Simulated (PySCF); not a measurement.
## Spinor energies of Cl⁴⁺ (chlorine, charge +4)

Start: [Ne] 3s2 3p1; 3p1/2 filled at m_j = +1/2. Calculated with PySCF 2.14 in x2c-QZVPPall-2c: generalised Hartree-Fock with the X2C-1e Hamiltonian and a Gaussian nucleus; one run each with spin-orbit coupling (SO) switched off, then screened by Boettger's factors.

```tsv
spinor shell	electrons	ε, spin-free (eV)	ε, screened SO (eV)	weight of nominal j (screened SO)	rms radius, screened SO (bohr)
1s1/2	2	-2930.6	-2930.5	1.000	0.105
2s1/2	2	-354.14	-354.11	1.000	0.476
2p1/2	2	-283.19	-284.84	0.991	0.447
2p3/2	4	-283.19	-282.32	0.995	0.450
3s1/2	2	-80.074	-80.058	0.996	1.46
3p1/2	1	-67.475	-67.594	0.952	1.55
```

```
   quantity   spin-free  screened SO
E (hartree)  -456.28492   -456.29016
        M_J         1/2          1/2
       ⟨J²⟩       1.054        0.910
       ⟨L²⟩       2.044        2.044
       ⟨S²⟩       0.765        0.765
```

Each row is a mean over spinors that exchange with the open shell spreads, by up to 1.711 eV (2p1/2).

⟨J²⟩ departs a little from M_J(M_J + 1) because the unrestricted spinors polarise the closed shells.

Without spin-orbit coupling the j labels of p, d and f shells carry no meaning; the spin-free column gives the mean over the occupied spinors of each nl shell, and its ⟨J²⟩ belongs to a mixture of degenerate components.
